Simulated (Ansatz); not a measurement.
System: sum formula BBrF₂, net charge 0, singlet state. SMILES: FB(F)Br
Coordinates optimised at B3LYP-D3(BJ)/def2-TZVP (Ansatz, an electronic-structure program):
```xyz
4

B     -0.9474     0.0465     0.0041
F     -1.6665    -1.0523     0.0055
F     -1.5555     1.2103     0.0084
Br     0.9639    -0.0473    -0.0042
```
Charge 0, spin multiplicity 1.

Wanted: vertical triplet-singlet gap (E(triplet) - E(singlet); each state is the SCF solution reached for its spin), in kcal/mol. Cores are frozen in the correlated levels unless marked. UHF or UKS for open shells. Spin-orbit coupling is left out. Frozen are the shells of the preceding noble gas and the d and f shells that filled before the atom's block. No relativistic terms. Basis-set limits of correlation are two-point, X^-3; Hartree-Fock from the larger set. The bracket is a focal-point correction in the basis named.

| level | program | vertical triplet-singlet gap (kcal/mol) |
|---|---|---|
| PBE0/def2-TZVPD | Ansatz | 161.0 |
| BHLYP/def2-TZVPD | Ansatz | (withheld) |
| CAM-B3LYP/def2-TZVPD | Ansatz | (withheld) |
| wB97M-V/def2-TZVPD | Ansatz | (withheld) |
| wB97X-V/def2-TZVPD | Ansatz | (withheld) |
| SCS-MP2/aug-cc-pVDZ | Ansatz | 174.0 |
| SCS-MP2/aug-cc-pVTZ | Ansatz | 173.0 |
| RI-MP2/CBS(aug-cc-pVTZ,aug-cc-pVQZ)+[CCSD(T)-MP2]/aug-cc-pVTZ | Ansatz | 169.5 |

Task: Some entries are withheld; supply them.

Result: 
- BHLYP/def2-TZVPD, vertical triplet-singlet gap (kcal/mol): 164.6
- CAM-B3LYP/def2-TZVPD, vertical triplet-singlet gap (kcal/mol): 163.6
- wB97M-V/def2-TZVPD, vertical triplet-singlet gap (kcal/mol): 167.2
- wB97X-V/def2-TZVPD, vertical triplet-singlet gap (kcal/mol): 168.0
